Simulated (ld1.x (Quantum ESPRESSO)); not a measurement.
Transferability test, TM potential for phosphorus (P)

```json
{
  "Element": "phosphorus (P)",
  "Generator": "ld1.x (Quantum ESPRESSO) 7.5",
  "Type": "norm-conserving Troullier–Martins (Kleinman–Bylander form)",
  "Functional": "LDA (PZ)",
  "Relativity": "scalar-relativistic",
  "Frozen core": "[Ne]",
  "Valence charge": "5",
  "Reference configuration": "3s2 3p1 (charge +2)",
  "Partial waves": "3p (bound): rc 1.40 bohr; 3s (bound): rc 1.15 bohr",
  "Local potential": "the s channel",
  "Core correction": "a·sin(br)/r model core inside 1.00 bohr"
}
```

Energies are relative to the spin-unpolarised reference configuration 3s2 3p1; without spin polarisation the order of configurations can differ from experiment. Spin-polarised rows fill each open shell by Hund’s rule, majority spin first.

Q: Give the all-electron excitation energy and the error of the potential for: 3s2 3p3; 3s2 3p2; 3s2 3p0; 3s1 3p0; 3s0 3p5; 3s2 3p2.5; 3s2 3p3.3; 3s2 3p1 (spin-polarised); 3s2 3p3 (spin-polarised).

A:

| valence configuration | charge | ΔE all-electron (eV) | error AE − PS (meV) |
| --- | --- | --- | --- |
| 3s2 3p3 | 0 | -29.070 | +37 |
| 3s2 3p2 | +1 | -19.249 | +14 |
| 3s2 3p0 | +3 | 29.895 | +21 |
| 3s1 3p0 | +4 | 82.084 | +76 |
| 3s0 3p5 | 0 | -11.934 | +20 |
| 3s2 3p2.5 | +0.5 | -25.249 | +26 |
| 3s2 3p3.3 | -0.3 | -30.407 | +42 |
| 3s2 3p1 (spin-polarised) | +2 | -0.265 | +3.8 |
| 3s2 3p3 (spin-polarised) | 0 | -30.580 | +59 |

Levels in the configuration 3s2 3p1 (spin-polarised):

| level | all-electron (eV) | pseudo (eV) |
| --- | --- | --- |
| 3s up | -34.510 | -34.517 |
| 3p up | -24.862 | -24.869 |
| 3s down | -33.378 | -33.370 |
